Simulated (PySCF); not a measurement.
Ligand exchange on a metal centre used in film growth or etching (W OH-NH2). Isolated molecules, 0 K electronic values unless said otherwise. One relaxed conformer stands for each flexible species; it need not be the lowest.

The HOMO from two functionals at the same geometries (PBE-D3(BJ)/def2-SVP), both in PySCF: PBE-D3(BJ)/def2-TZVP and TPSSh-D3(BJ)/def2-TZVP. 

```csv
species,PBE-D3(BJ)/def2-TZVP (eV),TPSSh-D3(BJ)/def2-TZVP (eV)
1 of 6 OH replaced by NH2 ([W(OH)5(NH2)]),-6.34,-6.98
3 of 6 OH replaced by NH2 ([W(OH)3(NH2)3]),-5.52,-6.10
5 of 6 OH replaced by NH2 ([W(OH)(NH2)5]),-5.15,-5.71
6 of 6 OH replaced by NH2 ([W(NH2)6]),-4.92,-5.47
```

Over these rows, drawn at random from the members with no instability flagged (it was tested for open shells, ions and some series alone), PBE minus TPSSh-D3(BJ): mean +0.58 eV, from +0.55 eV to +0.64 eV.
